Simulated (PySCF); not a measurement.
Nd(56+) (neodymium, charge +56): Hartree-Fock from Schrödinger to Dirac-Coulomb-Breit

Occupied: 1s1/2, 2s1/2. Hartree-Fock calculated with PySCF 2.14 in an even-tempered Gaussian basis (19 s from 12 bohr⁻², ratio 2.3; 15 p from 14 bohr⁻², ratio 2.3), Gaussian nucleus throughout. NR is non-relativistic, sf-X2C the spin-free one-electron X2C Hamiltonian, X2C adds the bare one-electron spin-orbit term, X2C-SNSO screens it by Boettger's factors, DC is four-component Dirac-Coulomb, and the Gaunt and Breit terms are added at first order (total energies over the DC spinors, levels after relaxing the spinors in that mean field). QED terms are absent. Levels marked empty are virtual spinors of this ion.

```
Hamiltonian  E (hartree)
         NR   -4406.3759
     sf-X2C   -4647.5188
        X2C   -4647.5188
   X2C-SNSO   -4647.5188
         DC   -4649.3442
   DC+Gaunt   -4645.6183
   DC+Breit   -4645.6962
```

```json
{"level (eV)": "1s1/2", "NR": "-47329.0", "sf-X2C": "-49744.4", "X2C": "-49744.4", "X2C-SNSO": "-49744.4", "DC": "-49788.4", "DC+Gaunt": "-49698.9", "DC+Breit": "-49699.9"}
{"level (eV)": "2s1/2", "NR": "-11362.4", "sf-X2C": "-12095.2", "X2C": "-12095.2", "X2C-SNSO": "-12095.2", "DC": "-12100.2", "DC+Gaunt": "-12089.8", "DC+Breit": "-12090.8"}
{"level (eV)": "2p1/2 (empty)", "NR": "-11022.6", "sf-X2C": "-11300.4", "X2C": "-11720.3", "X2C-SNSO": "-11704.7", "DC": "-11709.6", "DC+Gaunt": "-11690.4", "DC+Breit": "-11693.1"}
{"level (eV)": "2p3/2 (empty)", "NR": "-11022.6", "sf-X2C": "-11300.4", "X2C": "-11120.7", "X2C-SNSO": "-11126.4", "DC": "-11127.4", "DC+Gaunt": "-11116.7", "DC+Breit": "-11119.4"}
{"level (eV)": "3s1/2 (empty)", "NR": "-4875.4", "sf-X2C": "-5121.8", "X2C": "-5121.8", "X2C-SNSO": "-5121.8", "DC": "-5123.2", "DC+Gaunt": "-5120.3", "DC+Breit": "-5120.7"}
```

Problem. How large are the two-electron picture-change error of X2C and the Breit correction in the total energy?

Solution. X2C-1e lies 1.8254 hartree above Dirac-Coulomb; Gaunt adds 3.7259 and the full Breit term 3.6481 hartree.

| interval (eV) | X2C | X2C-SNSO | DC | DC+Gaunt | DC+Breit |
| --- | --- | --- | --- | --- | --- |
| 2p3/2 − 2p1/2 | 599.6 | 578.3 | 582.2 | 573.7 | 573.6 |

Weight of the small component: 1s1/2 0.0499, 2s1/2 0.0120, 2p1/2 0.0118, 2p3/2 0.0112, 3s1/2 0.00505.

Koopmans' value for the highest occupied level at DC+Breit: 12090.8 eV, against an ionisation energy of 12082 ± 5 eV (theoretical estimate listed by NIST; NIST Atomic Spectra Database, ionization energies); the former lacks relaxation, correlation, QED and recoil.

The whole ladder took 120 s of wall time on 1 thread of Neoverse-N1 (shared host), launched as `OMP_NUM_THREADS=1 python relrun2.py TASK.json OUT` (a driver that calls PySCF for each Hamiltonian).
